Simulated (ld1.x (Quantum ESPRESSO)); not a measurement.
**Varying the TM potential for Ru**

Base potential:

Ru, norm-conserving Troullier–Martins (Kleinman–Bylander form), made with ld1.x (Quantum ESPRESSO) 7.5 (LDA (PZ), fully relativistic). Core [Ar] 3d10, reference 4s2 4p6 4d8 5s0 5p0. Waves: 4s (bound): rc 1.10 bohr; 4d (bound): rc 1.40 bohr; 4p (bound): rc 1.05 bohr. Local part: the p channel. Core correction: Bessel-smoothed model core, default radius (core density twice the valence density).

Open shells are filled in proportion to 2j + 1 (rel_dist='average').

Cutoffs, loose and tight: the cutoffs (Ry, on a coarse ladder) from which the occupation-weighted sum of valence levels, in a spherical-Bessel basis at the reference potential, stays within 10 and 1 mRy of its value at 400 Ry. They do not see the model core or the augmentation charge, which bear on the density cutoff. Test errors are all-electron minus pseudo excitation energies from the reference, over the configurations 4s2 4p6 4d7 5s1 5p0; 4s2 4p6 4d7 5s0 5p0; 4s2 4p6 4d6 5s0 5p0; 4s2 4p6 4d6 5s2 5p0; 4s2 4p6 4d6 5s1 5p1; 4s2 4p6 4d4 5s0 5p0; 4s2 4p6 4d5 5s0 5p0. A dash means not determined; rows that change the core or the reference have their own tests. The largest error is taken over the tests solved by every variant that gives reliable tests at all: 4s2 4p6 4d4 5s0 5p0; 4s2 4p6 4d5 5s0 5p0; 4s2 4p6 4d6 5s0 5p0; 4s2 4p6 4d6 5s2 5p0; 4s2 4p6 4d7 5s0 5p0; 4s2 4p6 4d7 5s1 5p0.

Cutoffs are not given where the Bessel-basis levels miss the radial ones by over 6 mRy, ghosts where they miss by over 20 mRy; a channel whose overlap is not positive is not tested.

```csv
change,outcome,bound ghosts,largest test error (meV)
base,"generated, misses its reference levels by 2.31 eV",not determined,+77
"all radii but the core radius scaled by about 0.80 (s 0.88, p 0.84, d 1.12 bohr)","generated, misses its reference levels by 2.37 eV",not determined,+169
"all radii but the core radius scaled by about 1.14 (s 1.26, p 1.20, d 1.60 bohr)","generated, misses its reference levels by 2.31 eV",not determined,+228
"all radii but the core radius scaled by about 1.39 (s 1.52, p 1.46, d 1.94 bohr)","generated, misses its reference levels by 2.30 eV",not determined,+871
```

(1) What comes out with this change to the base: all radii but the core radius scaled by about 0.89 (s 0.98, p 0.94, d 1.24 bohr)?

(2) What comes out with this change to the base: all radii but the core radius scaled by about 1.24 (s 1.36, p 1.30, d 1.74 bohr)?

Answers

(1) outcome: generated, misses its reference levels by 2.32 eV; bound ghosts: not determined; largest test error (meV): +81.

(2) outcome: generated, misses its reference levels by 2.31 eV; bound ghosts: not determined; largest test error (meV): +418.
